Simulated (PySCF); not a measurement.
Species: CH5AsBN.
Geometry (PBE0-D3(BJ)/def2-SVP, Å), atoms numbered from 1 in this order:
```xyz
9
CH5AsBN angstrom
N      1.9889    1.9345    0.5263
C      1.5243    0.9652    0.0878
B      0.8513   -0.3278   -0.4789
As    -1.0929   -0.2303    0.2106
H      0.7156   -0.3470   -1.6874
H      1.2612   -1.3683   -0.0008
H     -1.3080   -0.2020    1.7004
H     -2.0011   -1.3652   -0.1818
H     -1.9272    0.9519   -0.2055
```

Theory: core-valence-separated Tamm–Dancoff BHandHLYP/aug-pcX-1 (pcseg-1 on H, def2-SVPD on As) in PySCF, non-relativistic, gas phase, PBE0-D3(BJ)/def2-SVP geometry. The energies are unshifted.

The lowest roots of each edge with f over 0.003 (five at most, numbered afresh; weaker and dark ones are left out), with transition dipoles (au) in the frame of the coordinates:

```tsv
root	edge	E (eV)	f	μx	μy	μz
1	C	283.20	0.0522	-0.0742	0.0235	0.0383
2	C	283.48	0.0628	0.0253	-0.0476	0.0783
3	C	285.93	0.0033	-0.0208	-0.0014	0.0058
4	C	286.66	0.0115	-0.0389	-0.0023	0.0111
5	N	396.76	0.0596	0.0682	-0.0189	-0.0335
6	N	397.26	0.0611	0.0211	-0.0397	0.0653
7	B	188.30	0.0558	-0.1027	0.0087	0.0384
8	B	190.47	0.0135	0.0143	-0.0268	0.0443
9	B	191.31	0.0099	-0.0164	0.0341	0.0260
```

Task: Molecules are fixed in this frame and the field points along y. What effective strengths 3 f cos²θ do the roots have (θ between field and μ)?

Result: root 1 (C2): 0.011, root 2 (C2): 0.047, root 3 (C2): 0.000, root 4 (C2): 0.000, root 5 (N1): 0.010, root 6 (N1): 0.046, root 7 (B3): 0.001, root 8 (B3): 0.010, root 9 (B3): 0.016. Averaged over all orientations cos²θ is 1/3, which gives f back.

 The BHandHLYP/aug-pcX-1 (pcseg-1 on H, def2-SVPD on As) calculation is non-relativistic and has no spin–orbit coupling, an omission that weighs most on arsenic.

On one thread of an Arm Neoverse V2, no GPU (shared host), this took 6.5 s of wall time.
